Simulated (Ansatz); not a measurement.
Species: C10H12Si, SMILES `C[Si]1(C)C=c2ccccc2=C1` (charge 0, multiplicity 1).

Give a relaxed geometry from PBE-D3(BJ)/def2-SVP run with Ansatz (an electronic-structure program).

the end point of this relaxation (outside a Z-matrix the atoms follow the SMILES, hydrogens last).
Bonded distances (Å): C1–Si2 1.894, C1–H12 1.108, C1–H13 1.109, C1–H14 1.109, Si2–C3 1.894, Si2–C4 1.883, Si2–C11 1.883, C3–H15 1.108, C3–H16 1.109, C3–H17 1.109, C4–C5 1.377, C4–H18 1.101, C5–C6 1.453, C5–C10 1.510, C6–C7 1.369, C6–H19 1.101, C7–C8 1.453, C7–H20 1.101, C8–C9 1.369, C8–H21 1.101, C9–C10 1.453, C9–H22 1.101, C10–C11 1.377, C11–H23 1.101. Bond angles (°): Si2–C1–H12 110.7, Si2–C1–H13 110.6, Si2–C1–H14 110.6, H12–C1–H13 108.4, H12–C1–H14 108.4, H13–C1–H14 108.1, C1–Si2–C3 110.5, C1–Si2–C4 113.2, C1–Si2–C11 113.2, C3–Si2–C4 113.2, C3–Si2–C11 113.2, C4–Si2–C11 92.4, Si2–C3–H15 110.7, Si2–C3–H16 110.6, Si2–C3–H17 110.6, H15–C3–H16 108.4, H15–C3–H17 108.4, H16–C3–H17 108.1, Si2–C4–C5 107.8, Si2–C4–H18 131.1, C5–C4–H18 121.1, C4–C5–C6 126.0, C4–C5–C10 116.0, C6–C5–C10 117.9, C5–C6–C7 120.8, C5–C6–H19 118.3, C7–C6–H19 120.9, C6–C7–C8 121.2, C6–C7–H20 120.1, C8–C7–H20 118.7, C7–C8–C9 121.2, C7–C8–H21 118.7, C9–C8–H21 120.1, C8–C9–C10 120.8, C8–C9–H22 120.9, C10–C9–H22 118.3, C5–C10–C9 117.9, C5–C10–C11 116.0, C9–C10–C11 126.0, Si2–C11–C10 107.8, Si2–C11–H23 131.1, C10–C11–H23 121.1.
